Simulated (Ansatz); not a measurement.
Molecule: CH6FSi2, charge 0, multiplicity 2. It need not be the lowest isomer of its formula. 
Geometry from a B3LYP-D3(BJ)/def2-TZVP (Ansatz, an electronic-structure program) optimisation:
```
C
H 1 1.0950
H 1 1.0966 2 107.12
Si 1 1.8710 2 107.47 3 -115.51
F 4 1.6157 1 108.19 2 176.79
H 4 1.4922 5 106.35 1 120.42
Si 1 1.8820 2 108.71 3 117.77
H 7 1.4798 1 110.36 2 -177.28
H 7 1.4819 8 108.97 1 120.56
H 7 1.4823 8 108.87 9 118.44
```
Charge 0, spin multiplicity 2.

Basis-set convergence of Hartree-Fock and MP2 correlation energies (hartree) with Ansatz. Correlated levels leave the core frozen unless marked. Open shells are spin-unrestricted. No spin-orbit coupling. No relativistic terms.

```csv
basis,functions,E(HF),"E(corr, MP2)"
aug-cc-pV(D+d)Z,164,-718.72055,-0.54826
aug-cc-pV(T+d)Z,340,-718.78687,-0.67042
aug-cc-pV(Q+d)Z,614,-718.80341,-0.71473
```

Extrapolating the two largest sets (X = 3 and 4) as X^-3: E(corr) = (64·(-0.71473) - 27·(-0.67042))/37 = -0.7471 Eh, an estimate of the basis-set limit. The largest set recovers 95.7 % of it, the smallest 73.4 %.
